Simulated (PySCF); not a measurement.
The vertical singlet excitations below were computed for one of the candidates. The calculation used TDDFT CAM-B3LYP/def2-SVPD, vertical, gas phase, core orbitals frozen in the response (PySCF 2.14.0, density-fitted response routines). Geometries: GFN2-xTB, one conformer each.

| state | E (eV) | f | main configurations (H = HOMO, L = LUMO) |
| --- | --- | --- | --- |
| S1 | 5.69 | 0.650 | H→L (98%) |
| S2 | 6.74 | 0.0034 | H→L+1 (81%), H→L+2 (12%) |
| S3 | 6.97 | 0.016 | H→L+2 (69%), H→L+3 (17%), H→L+1 (11%) |
| S4 | 7.20 | 0.0002 | H-2→L (88%) |
| S5 | 7.39 | 0.026 | H→L+3 (76%), H→L+2 (14%) |
| S6 | 7.49 | 0.041 | H→L+5 (51%), H-1→L (43%) |
| S7 | 7.65 | 0.0070 | H→L+4 (83%) |
| S8 | 7.92 | 0.014 | H-1→L (52%), H→L+5 (43%) |

Orbital energies (eV): HOMO-3 -11.94, HOMO-2 -11.05, HOMO-1 -10.75, HOMO -8.12, LUMO -0.05, LUMO+1 1.49, LUMO+2 1.74.

Question: Which candidate is it?
A. `C=C1CC(F)C1`
B. `C[Si@@H](F)S[SiH2]F`
C. `C=C/C=C\CF`
D. `C[C@H](F)C(=O)Cl`

Answer: C. Its S1 lies at 5.69 eV; the nearest of the others has S1 at 5.13 eV. S1 is HOMO→LUMO (98%). Löwdin shares by element: HOMO carbon 83% or more (atoms not listed hold the other 17%); LUMO carbon 78% or more (atoms not listed hold the other 22%). At the same level the other candidates give, for their lowest levels:
- `C[Si@@H](F)S[SiH2]F`: 6.28 eV (f 0.027); 6.85 eV (f 0.004); 7.09 eV (f 0.036); 7.39 eV (f 0.012); 7.88 eV (f 0.014); T1 5.90 eV; HOMO -9.19, LUMO 0.44 eV
- `C[C@H](F)C(=O)Cl`: 5.13 eV (f 0.000); 6.76 eV (f 0.000); 7.10 eV (f 0.013); 8.07 eV (f 0.074); 8.26 eV (f 0.030); T1 4.60 eV; HOMO -10.33, LUMO -0.34 eV
- `C=C1CC(F)C1`: 6.93 eV (f 0.306); 7.12 eV (f 0.020); 7.58 eV (f 0.001); 7.92 eV (f 0.042); 8.11 eV (f 0.014); T1 4.29 eV; HOMO -8.74, LUMO 1.00 eV

The values belong to the conformer `[CH2:1]=[CH:2]/[CH:3]=[CH:4]\[CH2:5][F:6]`: C1–C2–C3–C4 180°, C3–C4–C5–F6 -179°.
Triplets come from the Tamm–Dancoff approximation.
